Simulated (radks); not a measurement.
Question: The table gives one normalised radial function P(r) = r R(r) of Ta17+ in [Kr] 4d10 4f10 (r in bohr). Calculated with a radial shooting solver on a logarithmic mesh with Libxc functionals: non-relativistic Kohn-Sham, LDA (Slater exchange, Perdew-Wang correlation), spin-unpolarised, spherical densities, point nucleus; relativity is left out, which matters for an element this heavy.

r	P
0.002624	0.0002
0.003914	0.0005
0.005839	0.0016
0.008781	0.0050
0.0131	0.0150
0.01954	0.0428
0.02916	0.1133
0.04349	0.2693
0.06489	0.5443
0.0968	0.8553
0.1456	0.8488
0.2172	0.0910
0.324	-1.1085
0.4833	-1.5682
0.721	-0.9471
1.076	-0.2432
1.605	-0.0193
2.413	-0.0002

Which n and l does it have? It may be an empty orbital.

Answer: n = 4, l = 2: the number of nodes gives n - l - 1 = 1, the rise at small r (about r^(l+1)) gives l, and the extent must fit the shell. The curve is that of 4d. 4d: eigenvalue -604.45 eV, 1 radial node at r = 0.224 bohr, <r> = 0.505 bohr, 90 % of the charge inside 0.749 bohr.
